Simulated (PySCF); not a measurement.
## Where the electron goes

Species: trans-Zr(H2O)2Cl4 (singlet state).
Structure used (PBE0-D3(BJ)/def2-SVP), in Å, numbered top down from 1:
```
atom  x, y, z in Å
Zr1   -0.0246   -0.0280    0.0046
O2     0.0160    0.2861    2.2241
H3    -0.7816    0.3224    2.7691
H4     0.8315    0.3003    2.7429
O5    -0.0092   -0.2430   -2.2338
H6     0.0617   -1.0920   -2.6906
H7     0.0939    0.5104   -2.8313
Cl8    2.3160   -0.0153    0.5803
Cl9   -2.3398    0.0540    0.6553
Cl10   0.0008    2.2267   -0.8262
Cl11  -0.0667   -2.4071   -0.3635
```

Method: TDDFT PBE0/def2-SVPD, vertical, gas phase, core orbitals frozen in the response, def2 core potentials past Kr (PySCF). Spin–orbit coupling is left out.

Kohn–Sham orbitals with the atoms that hold most of them (Löwdin shares over 4%, at most four atoms; ? is withheld):

| orbital | ε (eV) | atoms |
| --- | --- | --- |
| LUMO+2 | -2.05 | Zr1 68%, Cl10 8%, Cl9 6%, Cl11 6% |
| LUMO+1 | -2.05 | Zr1 69%, Cl10 8%, Cl8 8%, Cl11 4% |
| LUMO | -2.07 | Zr1 69%, Cl11 8%, Cl9 8%, Cl8 8% |
| HOMO | ? | Cl11 27%, Cl8 26%, Cl9 24%, Cl10 22% |
| HOMO-1 | -8.65 | Cl8 30%, Cl9 30%, Cl11 19%, Cl10 17% |
| HOMO-2 | -8.65 | Cl10 32%, Cl11 28%, Cl9 19%, Cl8 17% |
| HOMO-3 | -8.94 | Cl8 24%, Cl10 23%, Cl11 23%, Cl9 22% |

Question: What is the HOMO energy, and the HOMO–LUMO gap?

Answer: ε(HOMO) = -8.32 eV; the gap is 6.25 eV (0.2296 hartree).

Within 0.005 eV of a neighbour in this list lie LUMO+1/LUMO+2.

Question: How does S1 compare with the orbital gap of 6.25 eV?

Answer: S1 is at 4.91 eV (f = 0.0021), 1.33 eV below the gap, made of HOMO→LUMO+1/LUMO+2 (66%), HOMO→LUMO (33%). S1/S2 lie within about 0.01 eV of each other. 

For S1 the Löwdin share of zirconium is at most 2% in HOMO and 69% in LUMO+1 (ligand-to-metal charge transfer by this measure).

Next come S2 at 4.92 eV (f 0.0021), HOMO→LUMO+1/LUMO+2 (98%); S3 at 5.09 eV (f 0.0067), HOMO→LUMO (53%), HOMO→LUMO+1/LUMO+2 (≥28%); S4 at 5.18 eV (f 0.0003), HOMO-2/HOMO-1→LUMO+1/LUMO+2 (≥47%), HOMO-2/HOMO-1→LUMO (≥28%); S5 at 5.21 eV (f 0.0002), HOMO-2/HOMO-1→LUMO+1/LUMO+2 (≥84%).

Orbitals of the list HOMO-3 to LUMO+2 that lie within 0.01 eV of each other are written together with a slash and their weights summed (≥ marks a lower bound); for degenerate orbitals outside that list single weights are arbitrary.

Hardware: one thread, Intel Xeon at 2.50 GHz (x86_64) (shared host). Cost: 13 min wall (grids of density and orbitals included), 1.2 GiB resident at most.
